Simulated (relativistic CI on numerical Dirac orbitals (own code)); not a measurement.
Cu3+ in a cubic cluster: L2,3 absorption with charge transfer

Computed with a charge-transfer multiplet model of a cubic metal-ligand cluster with up to 2 ligand holes, Slater and spin-orbit integrals from Dirac-Coulomb-Breit ions, Slater integrals scaled by 0.8. The ground state mixes d8 with configurations of k ligand holes L, whose averages lie at kΔ + k(k − 1)U_dd/2; a core hole lowers each added d electron by U_cd. 300 K, Lorentzian 0.4 eV and Gaussian 0.3 eV FWHM.

Atomic integrals in eV (Slater integrals scaled, ζ unscaled), ground: F2dd 11.066, F4dd 6.905, zeta_d 0.110; with the core hole: F2dd 11.066, F4dd 6.905, zeta_d 0.138, zeta_core 13.377, F2cd 7.060, G1cd 5.412, G3cd 3.079.

Cluster parameters (eV): Δ = -0.6, U_dd = 8.6, 10Dq = 0.85, 10Dq(ligand) = 0.4, V(eg) = 3.2, V(t2g) = -1.6, final-state hopping factor = 0.8.

```csv
Case,n_d,d8,d9L,d10L2,S
U_cd = 9.1 eV,8.60,0.45,0.50,0.05,1.00
U_cd = 9.7 eV,8.60,0.45,0.50,0.05,1.00
U_cd = 10.3 eV,8.60,0.45,0.50,0.05,1.00
U_cd = 10.9 eV,8.60,0.45,0.50,0.05,1.00
U_cd = 11.5 eV,8.60,0.45,0.50,0.05,1.00
```

Weights, n_d and S are thermal averages at 300 K. Photon energies count from the first peak over 30 % of the highest in each spectrum, which can be another peak from case to case. The parameters are a model scan and need not match a compound or its usual spin state. Peaks in eV (height, largest 100):
- U_cd = 9.1 eV: 0.0 (100), 0.8 (20), 20.2 (27), 20.6 (25)
- U_cd = 9.7 eV: 0.0 (100), 20.2 (28), 20.5 (27)
- U_cd = 10.3 eV: 0.0 (100), 5.7 (5), 7.0 (6), 20.2 (30)
- U_cd = 10.9 eV: 0.0 (100), 5.6 (6), 6.0 (6), 7.3 (6), 20.3 (32)
- U_cd = 11.5 eV: 0.0 (100), 5.8 (8), 6.3 (7), 7.6 (7), 20.2 (34)

For the case U_cd = 10.9 eV, Δ = -0.6 eV is smaller than U_dd = 8.6 eV, the charge-transfer side of the Zaanen-Sawatzky-Allen scheme (negative Δ: between configuration averages a ligand hole costs less than the nominal valence; multiplet and field energies can change this for the lowest states). With the core hole the configuration with one ligand hole lies at Δ + U_dd − U_cd = -1.1, -1.7, -2.3, -2.9, -3.5 eV from the one without, in the order of the table; where this is negative the screened configuration lies lower, though the effective hopping of about 3.0 eV (from the holes of the mixed ground state) mixes the two strongly wherever it is as large as the gap.
